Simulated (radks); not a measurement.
Tb37+, configuration [Ar] 3d10 (the NIST ground configuration). Method: non-relativistic Kohn-Sham, TPSS, spin-polarised, spherical densities, point nucleus; meta-GGA in the generalised Kohn-Sham scheme; relativity is left out, which matters for an element this heavy; computed with a radial shooting solver on a logarithmic mesh with Libxc functionals.

Radial electron density D(r) = 4 pi r^2 rho(r):

```
   r/bohr * D(r) (the largest magnitude, 110, reaches the edge; | marks zero)
  0.00229 |    *
 0.002582 |     *
 0.002911 |      *
 0.003283 |        *
 0.003701 |         *
 0.004173 |           *
 0.004705 |              *
 0.005305 |                *
 0.005981 |                   *
 0.006744 |                      *
 0.007604 |                          *
 0.008573 |                             *
 0.009666 |                                *
   0.0109 |                                   *
  0.01229 |                                     *
  0.01397 |                                       *
  0.01575 |                                        *
  0.01775 |                                        *
  0.02002 |                                        *
  0.02257 |                                       *
  0.02545 |                                     *
  0.02869 |                                    *
  0.03235 |                                    *
  0.03648 |                                     *
  0.04113 |                                       *
  0.04637 |                                           *
  0.05228 |                                               *
  0.05895 |                                                   *
  0.06646 |                                                      *
  0.07494 |                                                      *
  0.08449 |                                                    *
  0.09603 |                                                *
   0.1083 |                                            *
   0.1221 |                                         *
   0.1376 |                                        *
   0.1552 |                                          *
    0.175 |                                            *
   0.1973 |                                             *
   0.2224 |                                          *
   0.2508 |                                    *
   0.2828 |                            *
   0.3188 |                  *
   0.3595 |          *
   0.4053 |     *
    0.457 | *
   0.5152 |*
   0.5809 *
   0.6603 *
   0.7444 *
   0.8394 *
   0.9464 *
```

D(r) has 3 maxima, at r = 0.0172, 0.0720, 0.193 bohr, and minima at 0.0313, 0.133 bohr, inside which lie 1.98, 11.54 electrons.
